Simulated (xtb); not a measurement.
Si(H)2(Br)(vinyl) (C2H5BrSi), SMILES [SiH2](C=C)Br. All values are semi-empirical tight-binding results from xtb (GFN2-xTB unless named), good for trends rather than for accurate numbers. Geometry: GFN2-xTB. One conformer was computed; it need not be the lowest.

Computed properties:
- orbital gap: 4.27 eV
- zero-point energy: 36.9 kcal/mol
- G − E(el) at 298.15 K (modified RRHO): 17.4 kcal/mol
- static polarisability (D4 model): 74.0 bohr³
- solvation energy, GFN2-xTB/ALPB(water): -0.9 kcal/mol
- solvation energy, GFN2-xTB/ALPB(octanol): -4.0 kcal/mol
